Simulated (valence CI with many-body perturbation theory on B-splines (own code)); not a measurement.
## Yb⁵⁵⁺: electric-dipole lines

Method: valence CI with perturbative core correlation (CI+MBPT): five valence electrons over a frozen Dirac-Fock core [Ne], radial functions for each j: 9 s, 9 p, 8 d, 6 f, 3 g, 1 h, with the one-electron correlation potential Σ1, the two-electron term Σ2, the three-electron term Σ3, Breit, model QED; selected CI, second order for the rest (own B-spline code, finite nucleus).

The last digits are not significant, and no measured levels were compared; by estimate large intervals hold to a few tenths of a per cent, small ones and those within an open d or f shell to about a per cent. Among the levels kept, up to 570 cm⁻¹ of a level comes from second order outside the variational space, and about a tenth of that is noise between levels of different J, which matters for small intervals.

Lines 1 to 50 of 214 in falling wavelength, among levels below 6239.8 × 10³ cm⁻¹, chosen from the strongest by gf and those to the six lowest levels. Wavelengths and rates use the calculated energies. Electric multipoles are in the length gauge, E1 and E2 with the static RPA response of the core. Weak lines are less certain than strong ones. Lines between different terms over intervals too small for the method are left out, as are lines whose strength nearly cancels. The highest levels of a list are the least certain.

Levels are named by their leading jj configuration (3d3/2^4 stands for four electrons in 3d with j = 3/2), which in mixed levels can hold well under half, so a name can repeat and another be missing. Letters in brackets count levels of one name in rising energy.

```csv
λ vac (Å),Upper,Lower,A (s⁻¹),S (a.u.) with core polarisation,S without
708.5,(3s^2 3p1/2^2 3d5/2) J=5/2,(3s^2 3p1/2 3p3/2^2) J=5/2,1.15e+05,1.21e-04,1.24e-04
433.2,(3s^2 3p1/2^2 3d5/2) J=5/2,(3s^2 3p1/2 3p3/2^2) J=3/2,2.78e+05,6.70e-05,6.82e-05
271.2,(3s^2 3p1/2 3p3/2^2) J=3/2,(3s^2 3p1/2^2 3d3/2) J=3/2,1.75e+04,6.91e-07,7.10e-07
218.2,(3s^2 3p1/2 3p3/2^2) J=5/2,(3s^2 3p1/2^2 3d3/2) J=3/2,7.53e+06,2.31e-04,2.35e-04
174.4,(3s^2 3p1/2 3p3/2^2) J=1/2,(3s^2 3p1/2^2 3d3/2) J=3/2,2.14e+04,1.12e-07,1.17e-07
113.5,(3s 3p1/2^2 3p3/2 3d3/2) J=5/2 [a],(3s^2 3p1/2 3p3/2 3d3/2) J=3/2 [b],1.65e+09,7.16e-03,7.28e-03
96.88,(3s 3p1/2^2 3p3/2 3d3/2) J=7/2,(3s^2 3p1/2 3p3/2 3d3/2) J=5/2 [b],6.35e+09,2.28e-02,2.32e-02
91.17,(3s 3p1/2^2 3p3/2 3d3/2) J=3/2 [b],(3s^2 3p1/2 3p3/2 3d3/2) J=3/2 [b],4.60e+09,6.88e-03,6.99e-03
91.01,(3s 3p1/2^2 3p3/2 3d3/2) J=3/2 [b],(3s^2 3p1/2 3p3/2 3d3/2) J=1/2 [b],2.28e+09,3.40e-03,3.45e-03
85.38,(3s 3p1/2^2 3p3/2 3d3/2) J=3/2 [b],(3s^2 3p1/2 3p3/2 3d3/2) J=5/2 [b],1.27e+09,1.56e-03,1.59e-03
84.97,(3s 3p1/2^2 3p3/2 3d5/2) J=9/2,(3s^2 3p1/2 3p3/2 3d5/2) J=9/2,9.03e+09,2.73e-02,2.78e-02
84.95,(3s 3p1/2^2 3p3/2 3d3/2) J=5/2 [a],(3s^2 3p1/2 3p3/2 3d3/2) J=7/2,2.18e+09,3.97e-03,4.03e-03
84.90,(3s 3p1/2^2 3p3/2 3d5/2) J=7/2 [a],(3s^2 3p1/2 3p3/2 3d5/2) J=7/2 [b],5.77e+09,1.39e-02,1.42e-02
84.63,(3s 3p1/2^2 3p3/2 3d5/2) J=7/2 [a],(3s^2 3p1/2 3p3/2 3d5/2) J=5/2 [b],8.50e+09,2.03e-02,2.07e-02
84.11,(3s 3p1/2^2 3p3/2 3d3/2) J=5/2 [b],(3s^2 3p1/2 3p3/2 3d3/2) J=3/2 [b],1.19e+09,2.10e-03,2.13e-03
83.41,(3s 3p1/2^2 3p3/2^2) J=5/2,(3s^2 3p1/2 3p3/2^2) J=5/2,8.23e+09,1.41e-02,1.44e-02
81.94,(3s 3p1/2^2 3p3/2 3d3/2) J=1/2 [b],(3s^2 3p1/2 3p3/2 3d3/2) J=3/2 [b],3.39e+09,1.84e-03,1.87e-03
81.81,(3s 3p1/2^2 3p3/2 3d3/2) J=1/2 [b],(3s^2 3p1/2 3p3/2 3d3/2) J=1/2 [b],1.01e+10,5.45e-03,5.54e-03
80.27,(3s 3p1/2^2 3p3/2 3d3/2) J=5/2 [a],(3s^2 3p1/2 3p3/2 3d3/2) J=3/2 [a],2.49e+09,3.81e-03,3.87e-03
79.75,(3s 3p1/2^2 3p3/2 3d3/2) J=7/2,(3s^2 3p1/2 3p3/2 3d3/2) J=7/2,1.19e+10,2.38e-02,2.42e-02
79.21,(3s 3p1/2^2 3p3/2 3d3/2) J=3/2 [a],(3s^2 3p1/2 3p3/2 3d3/2) J=3/2 [a],8.12e+09,7.97e-03,8.10e-03
79.19,(3s 3p1/2^2 3p3/2 3d3/2) J=3/2 [a],(3s^2 3p1/2 3p3/2 3d3/2) J=1/2 [a],2.52e+09,2.47e-03,2.51e-03
79.16,(3s 3p1/2^2 3p3/2 3d3/2) J=5/2 [b],(3s^2 3p1/2 3p3/2 3d3/2) J=5/2 [b],5.77e+09,8.48e-03,8.62e-03
78.75,(3s 3p1/2^2 3p3/2 3d3/2) J=5/2 [a],(3s^2 3p1/2 3p3/2 3d3/2) J=5/2 [a],1.21e+10,1.75e-02,1.78e-02
78.45,(3s 3p1/2^2 3p3/2 3d5/2) J=9/2,(3s^2 3p1/2 3p3/2 3d5/2) J=7/2 [a],2.23e+10,5.31e-02,5.39e-02
78.26,(3s 3p1/2^2 3p3/2 3d3/2) J=1/2 [a],(3s^2 3p1/2 3p3/2 3d3/2) J=3/2 [a],8.13e+09,3.85e-03,3.91e-03
78.24,(3s 3p1/2^2 3p3/2 3d3/2) J=1/2 [a],(3s^2 3p1/2 3p3/2 3d3/2) J=1/2 [a],1.43e+10,6.76e-03,6.87e-03
77.96,(3s 3p1/2^2 3p3/2 3d5/2) J=5/2 [a],(3s^2 3p1/2 3p3/2 3d5/2) J=5/2 [a],1.38e+10,1.94e-02,1.97e-02
77.74,(3s 3p1/2^2 3p3/2 3d3/2) J=3/2 [a],(3s^2 3p1/2 3p3/2 3d3/2) J=5/2 [a],1.03e+10,9.55e-03,9.71e-03
77.61,(3s 3p1/2^2 3p3/2^2) J=5/2,(3s^2 3p1/2 3p3/2^2) J=3/2,1.31e+10,1.81e-02,1.84e-02
77.30,(3s 3p1/2 3p3/2^3) J=5/2,(3s^2 3p3/2^3) J=3/2,1.39e+10,1.91e-02,1.94e-02
76.61,(3s 3p1/2^2 3p3/2 3d5/2) J=1/2,(3s^2 3p1/2 3p3/2 3d5/2) J=3/2 [b],2.45e+10,1.09e-02,1.10e-02
76.48,(3s 3p1/2^2 3p3/2 3d5/2) J=7/2 [b],(3s^2 3p1/2 3p3/2 3d5/2) J=7/2 [b],4.23e+09,7.47e-03,7.59e-03
76.29,(3s 3p1/2^2 3p3/2^2) J=3/2,(3s^2 3p1/2 3p3/2^2) J=1/2,2.03e+05,1.78e-07,1.84e-07
76.28,(3s 3p1/2^2 3p3/2 3d5/2) J=5/2 [a],(3s^2 3p1/2 3p3/2 3d5/2) J=3/2 [a],1.97e+10,2.59e-02,2.63e-02
76.26,(3s 3p1/2^2 3p3/2 3d5/2) J=7/2 [b],(3s^2 3p1/2 3p3/2 3d5/2) J=5/2 [b],8.24e+09,1.44e-02,1.46e-02
75.73,(3s 3p1/2^2 3p3/2^2) J=1/2,(3s^2 3p1/2 3p3/2^2) J=1/2,2.86e+10,1.23e-02,1.25e-02
74.93,(3s 3p1/2^2 3p3/2 3d5/2) J=3/2 [b],(3s^2 3p1/2 3p3/2 3d5/2) J=1/2,1.74e+10,1.44e-02,1.47e-02
74.26,(3s 3p1/2^2 3p3/2 3d3/2) J=7/2,(3s^2 3p1/2 3p3/2 3d3/2) J=5/2 [a],3.02e+09,4.89e-03,4.97e-03
73.72,(3s 3p1/2^2 3p3/2 3d5/2) J=3/2 [a],(3s^2 3p1/2 3p3/2 3d5/2) J=5/2 [a],2.23e+10,1.76e-02,1.79e-02
73.42,(3s 3p1/2^2 3p3/2 3d5/2) J=7/2 [a],(3s^2 3p1/2 3p3/2 3d5/2) J=9/2,6.84e+09,1.07e-02,1.09e-02
73.32,(3s 3p1/2^2 3p3/2 3d5/2) J=3/2 [b],(3s^2 3p1/2 3p3/2 3d5/2) J=3/2 [b],2.18e+10,1.70e-02,1.72e-02
72.21,(3s 3p1/2^2 3p3/2 3d5/2) J=3/2 [a],(3s^2 3p1/2 3p3/2 3d5/2) J=3/2 [a],7.27e+09,5.41e-03,5.50e-03
70.85,(3s 3p1/2^2 3p3/2 3d5/2) J=5/2 [b],(3s^2 3p1/2 3p3/2 3d5/2) J=7/2 [b],3.17e+10,3.34e-02,3.39e-02
70.66,(3s 3p1/2^2 3p3/2 3d5/2) J=5/2 [b],(3s^2 3p1/2 3p3/2 3d5/2) J=5/2 [b],1.28e+10,1.34e-02,1.36e-02
70.14,(3s 3p1/2^2 3p3/2^2) J=3/2,(3s^2 3p1/2 3p3/2^2) J=5/2,3.03e+10,2.06e-02,2.09e-02
69.60,(3s^2 3p1/2 3d3/2^2) J=5/2,(3s^2 3p1/2 3p3/2 3d3/2) J=3/2 [b],2.46e+09,2.45e-03,2.49e-03
69.14,(3s 3p1/2 3p3/2^3) J=1/2,(3s^2 3p3/2^3) J=3/2,2.85e+10,9.28e-03,9.43e-03
68.50,(3s 3p1/2^2 3p3/2 3d5/2) J=7/2 [a],(3s^2 3p1/2 3p3/2 3d5/2) J=7/2 [a],3.43e+09,4.35e-03,4.42e-03
68.46,(3s 3p1/2^2 3p3/2 3d3/2) J=5/2 [a],(3s 3p1/2^2 3p3/2^2) J=3/2,7.12e+09,6.77e-03,6.88e-03
```
